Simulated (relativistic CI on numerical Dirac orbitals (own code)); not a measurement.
**Energy levels of Lu⁶⁹⁺**

Method of calculation: Dirac-Coulomb-Breit CI, orbitals from a KLI potential per configuration, model QED (radiative potential, 1s self-energy scaled to tabulated hydrogen-like ionisation energies), unscaled Slater integrals (own radial code, finite nucleus).

CI space: 1s², 1s2s, 1s2p, 1s3s, 1s3p, 1s3d, 1s4s, 1s4p, 1s4d, 1s4f, 1s5s, 1s5p, 1s5d, 1s5f, 1s5g, 1s6s, 1s6p, 1s6d, 2s². Levels of other configurations are missing.

| No. | Configuration | Term | J | E (eV) | % | Landé g | Lifetime (s) |
| --- | --- | --- | --- | --- | --- | --- | --- |
| 1 | 1s² | ¹S | 0 | 0.0 | 100 |  |  |
| 2 | 1s2s | ³S | 1 | 53919.2 | 100 | 1.882 | 1.46e-13 |
| 3 | 1s2p | ³P° | 1 | 54028.7 | 68 | 1.220 | 9.84e-17 |
| 4 | 1s2s | ¹S | 0 | 54059.3 | 100 |  |  |
| 5 | 1s2p | ³P° | 0 | 54061.1 | 100 |  |  |
| 6 | 1s2p | ³P° | 2 | 55334.9 | 100 | 1.426 | 3.43e-14 |
| 7 | 1s2p | ¹P° | 1 | 55382.9 | 68 | 1.165 | 5.18e-17 |
| 8 | 1s3s | ³S | 1 | 64315.5 | 100 | 1.896 | 3.78e-15 |
| 9 | 1s3p | ³P° | 1 | 64344.7 | 68 | 1.233 | 3.16e-16 |
| 10 | 1s3s | ¹S | 0 | 64352.8 | 100 |  | 3.92e-15 |
| 11 | 1s3p | ³P° | 0 | 64353.2 | 100 |  | 1.53e-15 |
| 12 | 1s3p | ³P° | 2 | 64733.6 | 100 | 1.441 | 2.05e-15 |
| 13 | 1s3d | ³D | 2 | 64743.2 | 60 | 1.040 | 5.68e-16 |
| 14 | 1s3d | ³D | 1 | 64746.9 | 100 | 0.527 | 5.85e-16 |
| 15 | 1s3p | ¹P° | 1 | 64747.8 | 68 | 1.190 | 1.69e-16 |
| 16 | 1s3d | ³D | 3 | 64856.1 | 100 | 1.289 | 6.45e-16 |
| 17 | 1s3d | ¹D | 2 | 64858.9 | 60 | 1.081 | 6.21e-16 |
| 18 | 1s4s | ³S | 1 | 67885.1 | 100 | 1.900 | 5.68e-15 |
| 19 | 1s4p | ³P° | 1 | 67896.9 | 68 | 1.238 | 7.36e-16 |
| 20 | 1s4s | ¹S | 0 | 67900.2 | 100 |  | 5.76e-15 |
| 21 | 1s4p | ³P° | 0 | 67900.3 | 100 |  | 2.64e-15 |
| 22 | 1s4p | ³P° | 2 | 68059.8 | 100 | 1.446 | 3.38e-15 |
| 23 | 1s4d | ³D | 2 | 68063.9 | 60 | 1.045 | 1.29e-15 |
| 24 | 1s4d | ³D | 1 | 68065.4 | 100 | 0.536 | 1.34e-15 |
| 25 | 1s4p | ¹P° | 1 | 68065.8 | 68 | 1.198 | 3.96e-16 |
| 26 | 1s4d | ³D | 3 | 68111.8 | 100 | 1.295 | 1.50e-15 |
| 27 | 1s4f | ³F° | 3 | 68112.0 | 57 | 1.008 | 2.87e-15 |
| 28 | 1s4f | ³F° | 2 | 68112.7 | 100 | 0.688 | 2.87e-15 |
| 29 | 1s4d | ¹D | 2 | 68113.0 | 60 | 1.089 | 1.42e-15 |
| 30 | 1s4f | ³F° | 4 | 68135.3 | 100 | 1.219 | 2.96e-15 |
| 31 | 1s4f | ¹F° | 3 | 68135.8 | 57 | 1.051 | 2.96e-15 |
| 32 | 1s5s | ³S | 1 | 69511.0 | 100 | 1.902 | 9.12e-15 |
| 33 | 1s5p | ³P° | 1 | 69516.9 | 68 | 1.240 | 1.42e-15 |
| 34 | 1s5s | ¹S | 0 | 69518.6 | 100 |  | 9.05e-15 |
| 35 | 1s5p | ³P° | 0 | 69518.6 | 100 |  | 4.54e-15 |
| 36 | 1s5p | ³P° | 2 | 69599.8 | 100 | 1.449 | 5.69e-15 |
| 37 | 1s5d | ³D | 2 | 69601.9 | 60 | 1.048 | 2.47e-15 |
| 38 | 1s5d | ³D | 1 | 69602.7 | 100 | 0.540 | 2.56e-15 |
| 39 | 1s5p | ¹P° | 1 | 69602.8 | 68 | 1.202 | 7.65e-16 |
| 40 | 1s5d | ³D | 3 | 69626.4 | 100 | 1.297 | 2.87e-15 |
| 41 | 1s5f | ³F° | 3 | 69626.5 | 57 | 1.011 | 5.49e-15 |
| 42 | 1s5f | ³F° | 2 | 69626.9 | 100 | 0.692 | 5.49e-15 |
| 43 | 1s5d | ¹D | 2 | 69627.0 | 60 | 1.092 | 2.71e-15 |
| 44 | 1s5f | ³F° | 4 | 69638.5 | 100 | 1.222 | 5.68e-15 |
| 45 | 1s5g | ³G | 4 | 69638.5 | 55 | 0.999 | 9.52e-15 |
| 46 | 1s5g | ³G | 3 | 69638.7 | 100 | 0.768 | 9.52e-15 |
| 47 | 1s5f | ¹F° | 3 | 69638.7 | 57 | 1.054 | 5.68e-15 |
| 48 | 1s5g | ³G | 5 | 69645.6 | 100 | 1.176 | 9.66e-15 |
| 49 | 1s5g | ¹G | 4 | 69645.7 | 55 | 1.036 | 9.66e-15 |
| 50 | 1s6s | ³S | 1 | 70383.8 | 100 | 1.903 | 1.42e-14 |
| 51 | 1s6p | ³P° | 1 | 70387.2 | 68 | 1.241 | 2.43e-15 |
| 52 | 1s6p | ³P° | 0 | 70388.1 | 100 |  | 7.28e-15 |
| 53 | 1s6s | ¹S | 0 | 70388.2 | 100 |  | 1.39e-14 |
| 54 | 1s6p | ³P° | 2 | 70434.8 | 100 | 1.450 | 9.06e-15 |
| 55 | 1s6d | ³D | 2 | 70436.0 | 60 | 1.049 | 4.21e-15 |
| 56 | 1s6d | ³D | 1 | 70436.5 | 100 | 0.542 | 4.38e-15 |
| 57 | 1s6p | ¹P° | 1 | 70436.6 | 68 | 1.205 | 1.31e-15 |
| 58 | 1s6d | ³D | 3 | 70450.2 | 100 | 1.299 | 4.90e-15 |
| 59 | 1s6d | ¹D | 2 | 70450.6 | 60 | 1.094 | 4.62e-15 |

Energies count from the lowest computed level; ° marks odd parity; lifetimes are radiative, by E1, M1, E2, M2 decay to levels of this space only; some are left blank where a channel outside the calculation adds to the decay or the decay crosses a small, uncertain gap.

The mean weight of the leading LS term, summed over parents, in these 59 levels is 85 %, and that of the leading jj configuration (from the same eigenvectors) 100 %, so jj coupling describes them better and the LS labels are nominal.

At this charge energies of transitions that change n are usually good to better than 1 %, and those within a shell (Δn = 0) to a few per cent.

LS names give the leading component of a level, which can be under half, so a name can repeat, a term be missing and a line seem to break the LS rules.
